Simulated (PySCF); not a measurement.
Sn(H)2(Br)(OH) (BrH3OSn), SMILES [OH][SnH2][Br]. Atoms are numbered in the order given.

```xyz
6

Sn     0.2144    -0.8383     0.0005
O      2.1188    -0.6024    -0.4968
Br    -0.8537     1.4272     0.1023
H     -0.4421    -1.7063    -1.3071
H      0.0651    -1.5062     1.5694
H      2.5850    -0.0042     0.1043
```
Charge 0, spin multiplicity 1.

The structure is a stationary point at r2SCAN-D4/def2-SVP. The def2 effective core potentials stand for the cores of Sn; spin–orbit coupling is left out. The values are those of a single conformer.

Computed with ωB97X/def2-TZVPD run with PySCF.

Mulliken values depend strongly on the basis, most of all with diffuse functions as here. ESP charges are fitted to the potential on shells at 1.4 to 2.0 van der Waals radii. Atomic charges (e):

| atom | ESP fit | Mulliken |
|---|---|---|
| Sn1 | 0.49 | 0.88 |
| O2 | ___ | -0.67 |
| Br3 | ___ | -0.38 |
| H4 | 0.01 | -0.06 |
| H5 | -0.04 | -0.06 |
| H6 | ___ | 0.30 |

Problem. Fill in the missing entries. (Estimate from the structure and the level; the computed values follow.)

Solution. 
- O2, ESP fit: -0.60
- Br3, ESP fit: -0.23
- H6, ESP fit: 0.37
